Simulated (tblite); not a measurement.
C6H9ClO3.
Atom-mapped SMILES: `[CH3:1][CH2:2][C:3](=[O:4])[O:5][C:6](=[O:7])[CH2:8][CH2:9][Cl:10]` (hydrogens: H11, H12, H13 on C1; H14, H15 on C2; H16, H17 on C8; H18, H19 on C9)

Structure optimised with GFN2-xTB, isolated species.

Q: List the bond lengths, angles and torsions at this level.

A: 
| bond | length (Å) | order |
| --- | --- | --- |
| C1–C2 | 1.522 | single |
| C2–C3 | 1.505 | single |
| C3=O4 | 1.187 | double |
| C3–O5 | 1.388 | single |
| O5–C6 | 1.369 | single |
| C6=O7 | 1.189 | double |
| C6–C8 | 1.514 | single |
| C8–C9 | 1.520 | single |
| C9–Cl10 | 1.782 | single |
| C1–H11, C1–H12, C1–H13 | 1.086 | single |
| C2–H14, C2–H15 | 1.092 | single |
| C8–H16, C8–H17 | 1.092 | single |
| C9–H18, C9–H19 | 1.089 | single |

Bonds in one row agree within 0.01 Å and their mean is given. Orders are formal, as drawn. A selection of angles:
| angle | degrees |
| --- | --- |
| C1–C2–C3 | 111.6 |
| C2–C3–O4 | 127.2 |
| C2–C3–O5 | 108.3 |
| O4–C3–O5 | 124.5 |
| C3–O5–C6 | 123.5 |
| O5–C6–O7 | 125.6 |
| O5–C6–C8 | 108.6 |
| O7–C6–C8 | 125.8 |
| C6–C8–C9 | 110.9 |
| C8–C9–Cl10 | 109.9 |

Torsions: C1–C2–C3–O4 0° (synperiplanar); C2–C3–O5–C6 180° (antiperiplanar); C3–O5–C6–O7 0° (synperiplanar); O5–C6–C8–C9 180° (antiperiplanar); C6–C8–C9–Cl10 180° (antiperiplanar).

The C–O distances run from 1.187 Å (C3=O4, drawn double) to 1.388 Å (C3–O5, drawn single), a spread of 0.201 Å. The 10 heavy atoms lie in one plane (0.001 Å rms). Of the pairs four or more bonds apart, O4···O7 is among the closest relative to their van der Waals radii: 2.71 Å, 89 % of the sum of Bondi's values.

Point group: Cs (tolerance 0.08 Å). GFN2-xTB frequencies show an imaginary mode (21i cm⁻¹), so the point is no minimum at that level. 3 starts were optimised and ended at 0.00, 0.92 and 1.41 kcal/mol (GFN2-xTB); the lowest of these is shown.

These are computed values.
